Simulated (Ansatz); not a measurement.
WN(NH2)3 (WN4H6). Total charge 0; singlet. Geometry r2SCAN-D4/def2-SVP.

```xyz
11

N     0.044    1.835   -0.756
N     0.798   -0.823   -1.534
N    -1.904   -0.043    0.203
N     1.095    0.425    1.513
W     0.007    0.287   -0.118
H     1.136   -0.482   -2.430
H     0.930   -1.832   -1.475
H    -2.287   -0.903    0.593
H    -2.656    0.613    0.008
H     1.553    1.269    1.846
H     1.284   -0.346    2.152
```

In the def2 sets W takes a core potential; there is no spin–orbit coupling. The restricted singlet is unstable towards broken spin symmetry in Hartree–Fock (as tested in another run); at PBE-D4/def2-SVP, r2SCAN-D4/def2-TZVP, B97M-V/def2-TZVP, PBE0-D4/def2-SVP and others this wasn't settled.

(1) Estimate the orbital energies around the gap (eV) in Ansatz with PBE-D4/def2-SVP, r2SCAN-D4/def2-TZVP, B97M-V/def2-TZVP, PBE0-D4/def2-SVP, PBE0-D4/def2-TZVP.

Results:

(1) 
```
orbital  PBE-D4/def2-SVP  r2SCAN-D4/def2-TZVP  B97M-V/def2-TZVP  PBE0-D4/def2-SVP  PBE0-D4/def2-TZVP
HOMO−13           -20.04               -21.54            -22.06            -22.69             -23.07
HOMO−12           -16.19               -17.53            -18.13            -18.73             -19.05
HOMO−11           -11.79               -12.35            -12.40            -13.53             -13.62
HOMO−10           -11.79               -12.35            -12.40            -13.53             -13.62
 HOMO−9           -11.77               -12.33            -12.39            -13.49             -13.59
 HOMO−8           -10.23               -10.70            -10.76            -11.94             -11.99
 HOMO−7            -9.67               -10.19            -10.29            -11.35             -11.41
 HOMO−6            -9.67               -10.19            -10.29            -11.35             -11.41
 HOMO−5            -6.95                -7.33             -7.35             -8.42              -8.47
 HOMO−4            -6.95                -7.33             -7.35             -8.42              -8.47
 HOMO−3            -6.38                -6.74             -6.82             -7.86              -7.89
 HOMO−2            -6.30                -6.68             -6.70             -7.67              -7.76
 HOMO−1            -6.30                -6.68             -6.70             -7.67              -7.76
   HOMO            -5.52                -6.00             -6.04             -6.89              -7.03
   LUMO            -0.86                -0.94             -0.85             -0.03              -0.21
 LUMO+1            -0.86                -0.94             -0.85             -0.03              -0.21
 LUMO+2            -0.61                -0.34             -0.76              0.06              -0.11
 LUMO+3             0.39                 0.51              0.35              1.25               0.98
 LUMO+4             0.39                 0.51              0.35              1.25               1.02
 LUMO+5             0.62                 0.59              0.38              1.37               1.02
```
